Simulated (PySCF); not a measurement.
From one molecule to another.

First species: C6H14O.
InChI=1S/C6H14O/c1-5-7-6(2,3)4/h5H2,1-4H3

Second species: diethyl ketone, C₅H₁₀O.
SMILES: `O=C(CC)CC`

Levels: PBE0/pcSseg-1 for dipole moment, HOMO energy, LUMO energy and HOMO–LUMO gap; GFN2-xTB for rotational constant A and rotational constant C. Geometries: GFN2-xTB. Each structure is a single optimised conformer of the isolated species, non-relativistic unless stated; the electronic structure was computed with PySCF and density fitting.

The conformers computed, where there is a choice (atom-mapped SMILES and torsion angles):
- `[CH3:1][CH2:2][O:3][C:4]([CH3:5])([CH3:6])[CH3:7]`: C1–C2–O3–C4 180°, C2–O3–C4–C5 180°
- `[CH3:1][CH2:2][C:3](=[O:4])[CH2:5][CH3:6]`: C1–C2–C3–O4 12°, C2–C3–C5–C6 -167°

(1) Which of the two has the higher rotational constant A, and by how much?

(2) Which has the higher HOMO–LUMO gap?

(3) Which has the higher LUMO energy?

(4) Which has the higher rotational constant C?

(5) Which of the two has the higher dipole moment, and by how much?

Answers

(1) The second: 8.813 GHz against 4.113 GHz, a difference of 4.700 GHz.

(2) The first: 8.59 eV against 6.96 eV, a difference of 1.63 eV.

(3) The first: 1.42 eV against -0.23 eV, a difference of 1.65 eV.

(4) The second: 1.698 GHz against 1.532 GHz, a difference of 0.166 GHz.

(5) The second: 2.71 D against 1.21 D, a difference of 1.50 D.

On the first: In atomic units the dipole is 0.48 e·bohr (1 au = 2.5417 D).

On the second: Point group C2 permits a dipole; with 2.71 D the species has a pure rotational spectrum. The dipole matches unit charges of opposite sign 0.56 Å apart (1 e·Å = 4.8032 D).
